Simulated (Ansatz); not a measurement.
Mulliken charges of `O[SiH](F)O[SiH2]` radical from r2SCAN/def2-TZVPP in Ansatz (PBE0-D4/def2-TZVP geometry).

```json
{"atom": "O1", "x (Å)": "-1.898", "y (Å)": "1.313", "z (Å)": "0.197", "charge (e)": "-0.398"}
{"atom": "Si2", "x (Å)": "-0.304", "y (Å)": "1.028", "z (Å)": "0.215", "charge (e)": "0.782"}
{"atom": "F3", "x (Å)": "0.403", "y (Å)": "1.729", "z (Å)": "-1.028", "charge (e)": "-0.317"}
{"atom": "O4", "x (Å)": "0.013", "y (Å)": "-0.557", "z (Å)": "0.112", "charge (e)": "-0.384"}
{"atom": "Si5", "x (Å)": "0.987", "y (Å)": "-1.746", "z (Å)": "-0.471", "charge (e)": "0.315"}
{"atom": "H6", "x (Å)": "-2.447", "y (Å)": "0.923", "z (Å)": "-0.484", "charge (e)": "0.206"}
{"atom": "H7", "x (Å)": "0.232", "y (Å)": "1.611", "z (Å)": "1.449", "charge (e)": "-0.087"}
{"atom": "H8", "x (Å)": "2.419", "y (Å)": "-1.359", "z (Å)": "-0.303", "charge (e)": "-0.060"}
{"atom": "H9", "x (Å)": "0.685", "y (Å)": "-2.987", "z (Å)": "0.294", "charge (e)": "-0.058"}
```

**Question.** By hand: the dipole of these point charges (1 e Å = 4.8032 D).

**Answer.** Σ q r = (-0.013, -0.298, 0.000) e Å, of length 0.298 e Å = 1.43 D.

**Question.** How does the dipole of the full density compare? (An estimate is asked.)

**Answer.** The calculation gave: (-0.137, -0.224, -0.067) e Å, 1.30 D; the point charges give 1.10 times that, at 32° from its direction.

Point charges leave out the atoms' own dipoles, such as those of lone pairs, and Mulliken's split depends on the basis, so the two needn't agree.
